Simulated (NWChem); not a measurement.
A series in which one site is exchanged, each optimised at PBE0/def2-SVP with NWChem, gas phase unless a solvent is named. All stand in one matching conformer (torsions within 35°), which need not be the lowest. This build's default masses of Se (78.918 u) and Br (79.917 u) are each other's, which moves their modes by up to 0.6 %. For some, no frequency run checked for a minimum. def2 effective core potentials on Te; no spin-orbit coupling.

A: N[Te]N (N₂H₄Te; site = Te)
B: [NH2][Be][NH2] (BeN2H4; site = Be)
C: [NH2][Mg][NH2] (MgN₂H₄; site = Mg)
D: N[Se]N (N2H4Se; site = Se)

```csv
quantity,A,B,C,D
"dipole (D), PBE0/def2-SVP",…,0.00,0.00,2.93
"vertical ionisation energy, ΔSCF, B3LYP/def2-SVP (eV)",…,9.13,8.06,8.79
"static polarisability, B3LYP/def2-SVPD (bohr³)",…,34.7,44.7,48.5
```

Some entries are withheld; supply them.


- dipole (D), PBE0/def2-SVP, A: 2.42
- vertical ionisation energy, ΔSCF, B3LYP/def2-SVP (eV), A: 8.26
- static polarisability, B3LYP/def2-SVPD (bohr³), A: 61.1
